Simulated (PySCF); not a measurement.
C2H5FN2Si.

```xyz
11

N      2.0131     0.5312     0.4576
Si     0.4055     0.8895    -0.0609
C     -1.0347     0.5002     1.1288
N     -1.5611    -0.4708     0.4404
C     -0.7197    -0.5340    -0.7812
F     -0.1154    -1.7754    -0.8980
H      2.2617    -0.3904     0.8223
H      2.8188     1.0180     0.0635
H      0.4896     2.2396    -0.7295
H     -1.4907     0.8144     2.0902
H     -1.3552    -0.3754    -1.6832
```
Charge 0, spin multiplicity 1.

Coordinates come from a PBE-D3(BJ)/def2-SVP optimisation. The structure was generated by enumeration; whether it is a known compound was not checked. The values are those of a single conformer.

Computed with PBE/pcSseg-1 in PySCF. Non-relativistic, no solvent.

Computed absolute GIAO shielding of each atom: isotropic value and principal components (ppm):
| atom | σ(iso) | σ11 | σ22 | σ33 | span |
|---|---|---|---|---|---|
| N1 | 232.9 | 216.0 | 234.9 | 247.7 | 31.7 |
| Si2 | 337.1 | 258.6 | 334.0 | 418.8 | 160.2 |
| C3 | -26.9 | -140.0 | -38.3 | 97.5 | 237.5 |
| N4 | -265.8 | -740.8 | -217.7 | 161.0 | 901.8 |
| C5 | 53.6 | 20.7 | 65.6 | 74.4 | 53.7 |
| F6 | 338.1 | 252.9 | 336.4 | 424.9 | 172.0 |
| H7 | 29.7 | 23.2 | 26.9 | 39.0 | 15.7 |
| H8 | 29.7 | 23.3 | 25.1 | 40.6 | 17.2 |
| H9 | 25.0 | 22.9 | 23.7 | 28.3 | 5.5 |
| H10 | 22.1 | 17.8 | 23.5 | 24.9 | 7.1 |
| H11 | 24.5 | 21.9 | 24.4 | 27.2 | 5.3 |
